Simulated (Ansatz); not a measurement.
Molecular dynamics of AlCl2FH2

Input:

```yaml
crystal:
  periodic: [false, false, false]
  atoms:
    - { symbol: Al, position_ang: [0.017808, -0.262506, -0.03894] }
    - { symbol: H, position_ang: [0.02302, 0.050574, 1.638166] }
    - { symbol: Cl, position_ang: [1.828984, 0.151869, -0.990117] }
    - { symbol: Cl, position_ang: [-1.819296, 0.099199, -0.963017] }
    - { symbol: F, position_ang: [0.042263, -1.882124, 0.842911] }
    - { symbol: H, position_ang: [0.035022, -1.055513, 1.582996] }
basis:
  gaussian: { orbitals: def2-SVP }
hamiltonian:
  xc: hf
md:
  timestep: 0.5
  n_steps: 200
  ensemble: nve
  temperature: 100.0
  initial_velocities: maxwell_boltzmann
  seed: 6637
```

Run as:

```bash
$ ansatz run input.yaml --threads 1 --pin off --max-ram 2048MiB --backend cpu --events-out ev --progress --plain --runs-dir out
```

It starts at the highest image of a converged band, a first-order saddle point between two minima.

Output, in part (one step line in 7, the closing report, with atoms numbered from 0):

```
md step     0: t =     0.00 fs  T =   100.0 K  F+E_penalty+E_count = -34319.18831065 eV  E_kin = 0.051704 eV  conserved = -34319.13660665 eV  (33 SCF iters)
md step     7: t =     3.50 fs  T =    66.9 K  F+E_penalty+E_count = -34319.17107120 eV  E_kin = 0.034591 eV  conserved = -34319.13648037 eV  (25 SCF iters)
md step    14: t =     7.00 fs  T =    81.4 K  F+E_penalty+E_count = -34319.17861170 eV  E_kin = 0.042109 eV  conserved = -34319.13650317 eV  (26 SCF iters)
md step    21: t =    10.50 fs  T =   209.0 K  F+E_penalty+E_count = -34319.24414998 eV  E_kin = 0.108064 eV  conserved = -34319.13608615 eV  (34 SCF iters)
md step    28: t =    14.00 fs  T =   812.6 K  F+E_penalty+E_count = -34319.55811591 eV  E_kin = 0.420127 eV  conserved = -34319.13798913 eV  (32 SCF iters)
md step    35: t =    17.50 fs  T =  1888.3 K  F+E_penalty+E_count = -34320.11560319 eV  E_kin = 0.976332 eV  conserved = -34319.13927099 eV  (32 SCF iters)
md step    42: t =    21.00 fs  T =  2626.1 K  F+E_penalty+E_count = -34320.49690301 eV  E_kin = 1.357801 eV  conserved = -34319.13910210 eV  (31 SCF iters)
md step    49: t =    24.50 fs  T =  2957.5 K  F+E_penalty+E_count = -34320.66940160 eV  E_kin = 1.529155 eV  conserved = -34319.14024635 eV  (32 SCF iters)
md step    56: t =    28.00 fs  T =  2818.3 K  F+E_penalty+E_count = -34320.59505492 eV  E_kin = 1.457167 eV  conserved = -34319.13788840 eV  (35 SCF iters)
md step    63: t =    31.50 fs  T =  2581.3 K  F+E_penalty+E_count = -34320.47367569 eV  E_kin = 1.334614 eV  conserved = -34319.13906169 eV  (35 SCF iters)
md step    70: t =    35.00 fs  T =  2548.4 K  F+E_penalty+E_count = -34320.45412048 eV  E_kin = 1.317620 eV  conserved = -34319.13650037 eV  (26 SCF iters)
md step    77: t =    38.50 fs  T =  2928.8 K  F+E_penalty+E_count = -34320.65217430 eV  E_kin = 1.514284 eV  conserved = -34319.13789041 eV  (32 SCF iters)
md step    84: t =    42.00 fs  T =  2970.7 K  F+E_penalty+E_count = -34320.67218972 eV  E_kin = 1.535978 eV  conserved = -34319.13621202 eV  (33 SCF iters)
md step    91: t =    45.50 fs  T =  2774.0 K  F+E_penalty+E_count = -34320.57006261 eV  E_kin = 1.434275 eV  conserved = -34319.13578788 eV  (26 SCF iters)
md step    98: t =    49.00 fs  T =  2493.9 K  F+E_penalty+E_count = -34320.42479260 eV  E_kin = 1.289432 eV  conserved = -34319.13536103 eV  (25 SCF iters)
md step   105: t =    52.50 fs  T =  2479.6 K  F+E_penalty+E_count = -34320.41635282 eV  E_kin = 1.282038 eV  conserved = -34319.13431450 eV  (25 SCF iters)
md step   112: t =    56.00 fs  T =  2642.7 K  F+E_penalty+E_count = -34320.50173716 eV  E_kin = 1.366386 eV  conserved = -34319.13535141 eV  (26 SCF iters)
md step   119: t =    59.50 fs  T =  2833.6 K  F+E_penalty+E_count = -34320.59965284 eV  E_kin = 1.465101 eV  conserved = -34319.13455199 eV  (33 SCF iters)
md step   126: t =    63.00 fs  T =  2696.4 K  F+E_penalty+E_count = -34320.52986134 eV  E_kin = 1.394153 eV  conserved = -34319.13570816 eV  (37 SCF iters)
md step   133: t =    66.50 fs  T =  2327.9 K  F+E_penalty+E_count = -34320.33890202 eV  E_kin = 1.203637 eV  conserved = -34319.13526546 eV  (35 SCF iters)
md step   140: t =    70.00 fs  T =  2134.4 K  F+E_penalty+E_count = -34320.23915568 eV  E_kin = 1.103586 eV  conserved = -34319.13556924 eV  (24 SCF iters)
md step   147: t =    73.50 fs  T =  2389.5 K  F+E_penalty+E_count = -34320.37272015 eV  E_kin = 1.235464 eV  conserved = -34319.13725612 eV  (35 SCF iters)
md step   154: t =    77.00 fs  T =  2481.0 K  F+E_penalty+E_count = -34320.41942475 eV  E_kin = 1.282783 eV  conserved = -34319.13664128 eV  (33 SCF iters)
md step   161: t =    80.50 fs  T =  2413.5 K  F+E_penalty+E_count = -34320.38668588 eV  E_kin = 1.247868 eV  conserved = -34319.13881833 eV  (32 SCF iters)
md step   168: t =    84.00 fs  T =  2184.1 K  F+E_penalty+E_count = -34320.26638461 eV  E_kin = 1.129243 eV  conserved = -34319.13714197 eV  (32 SCF iters)
md step   175: t =    87.50 fs  T =  2212.6 K  F+E_penalty+E_count = -34320.28360479 eV  E_kin = 1.143977 eV  conserved = -34319.13962751 eV  (32 SCF iters)
md step   182: t =    91.00 fs  T =  2369.0 K  F+E_penalty+E_count = -34320.36295199 eV  E_kin = 1.224843 eV  conserved = -34319.13810934 eV  (32 SCF iters)
md step   189: t =    94.50 fs  T =  2737.1 K  F+E_penalty+E_count = -34320.55527749 eV  E_kin = 1.415201 eV  conserved = -34319.14007612 eV  (32 SCF iters)
md step   196: t =    98.00 fs  T =  2924.2 K  F+E_penalty+E_count = -34320.65135634 eV  E_kin = 1.511945 eV  conserved = -34319.13941123 eV  (31 SCF iters)
md step   200: t =   100.00 fs  T =  2712.8 K  F+E_penalty+E_count = -34320.53837793 eV  E_kin = 1.402639 eV  conserved = -34319.13573906 eV  (33 SCF iters)
Total energy: -34320.53837793 eV, -1261.2565220926 hartree
Atom 0 at    -0.000856    -0.814409    -0.480085 Å, force     0.017155     1.840568    -0.309010 eV/Å
Atom 1 at     0.853949     5.830265     6.010978 Å, force    -0.255871     2.311011     0.775197 eV/Å
Atom 2 at     1.753303     0.209606    -0.834918 Å, force     0.369383    -0.053680    -0.261826 eV/Å
Atom 3 at    -1.764040     0.192135    -0.837295 Å, force    -0.373533    -0.088053    -0.243457 eV/Å
Atom 4 at     0.023925    -2.092799     0.464429 Å, force    -0.013030    -1.698874     0.814256 eV/Å
Atom 5 at     0.767626     6.609578     6.272378 Å, force     0.255895    -2.310971    -0.775159 eV/Å
Dipole moment:    -0.013364    -0.125800    -0.233533 e Å
```

All steps were run. The conserved energy stayed within 0.61 meV per atom of its start (net change 0.14 meV per atom), so the integration is sound. The system heated up, since it started high on the potential surface and ran downhill. A run of 0.1 ps of so small a system gives no equilibrium averages. The orbitals stay closed-shell, which can raise the energy where a bond breaks towards radicals; this wasn't checked here.

The step under study would form Al1–F5, H2–H6 and break Al1–H2, F5–H6. These pairs go: Al1–F5 1.84 → 1.59 Å, H2–H6 1.11 → 0.83 Å, Al1–H2 1.71 → 9.33 Å, F5–H6 1.11 → 10.49 Å. In the last frame they stand as after the step (other bonds may differ from the relaxed reactants and products). Also parted: Al1–H6 1.81 → 10.06 Å. It ends as AlCl2F + H2. Pairs count as bonded within 1.25 times the sum of covalent radii (0.12 Å more for H–H).

Last frame:

```xyz
6
Properties=species:S:1:pos:R:3
Al -0.001 -0.814 -0.480
H 0.854 5.830 6.011
Cl 1.753 0.210 -0.835
Cl -1.764 0.192 -0.837
F 0.024 -2.093 0.464
H 0.768 6.610 6.272
```

The run took 82 s on 1 thread of AMD EPYC 9R45 96-Core Processor (Zen 5), with other jobs on the host, peak memory 0.17 GiB.
